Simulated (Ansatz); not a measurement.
`CC[SeH]` → H₂Se + `C=C` at 700 K and 1 bar (β-hydride elimination).

Program: Ansatz. Geometries: PBE0-D4/def2-TZVP. ΔE: electronic, gas phase. CCSD(T)/CBS is the MP2 limit (def2-TZVPP, def2-QZVPP) plus CCSD(T) − MP2 in def2-TZVPP, frozen cores. This one scheme is used for every species. For Se outer-core shells are correlated without core-valence functions, which leaves a few kJ/mol of doubt a bond. Scalar relativity is left out up to krypton. One conformer a species, not always the lowest.

```json
{"species": "`CC[SeH]`", "CCSD(T)/CBS energy (Eh)": "-2480.41858", "H − E (kJ/mol)": "249.2", "S (J/(mol·K))": "382.8"}
{"species": "H₂Se", "CCSD(T)/CBS energy (Eh)": "-2401.89790", "H − E (kJ/mol)": "61.1", "S (J/(mol·K))": "251.1"}
{"species": "`C=C`", "CCSD(T)/CBS energy (Eh)": "-78.48111", "H − E (kJ/mol)": "168.9", "S (J/(mol·K))": "268.4"}
```

H − E and S are ideal-gas, rigid-rotor, harmonic terms from PBE0-D4/def2-TZVP, for one conformer and one mirror image of each species. 1 Eh = 2625.50 kJ/mol, R = 8.31446 J/(mol·K).

Task: By hand: ΔE, ΔH, ΔS and ΔG.

Result: ΔE = (-2401.89790) + (-78.48111) − (-2480.41858) = 0.03957 Eh = 103.9 kJ/mol. Δ(H − E) = 61.1 + 168.9 − 249.2 = -19.2, so ΔH = 84.7 kJ/mol. ΔS = 251.1 + 268.4 − 382.8 = 136.7 J/(mol·K). ΔG = 84.7 − 700 × (136.7)/1000 = -11.0 kJ/mol.

Task: By hand: the equilibrium constant, and the temperature at which ΔG would vanish if ΔH and ΔS stayed fixed.

Result: log₁₀ K = −ΔG/(RT ln 10) = 0.8. ΔG = 0 at ΔH/ΔS = 620 K.

The number of gas molecules changes by +1, which sets the sign of ΔS. A doubt of 5 kJ/mol in ΔE shifts log₁₀ K by 0.4 here. Other conformers and mirror images would add mixing entropy, several J/(mol·K) or more a flexible species. These are equilibria of isolated gas molecules and say nothing of rates. Largest T1 diagnostic: 0.011 (customary marks: 0.02 for closed shells, 0.045 for open ones).
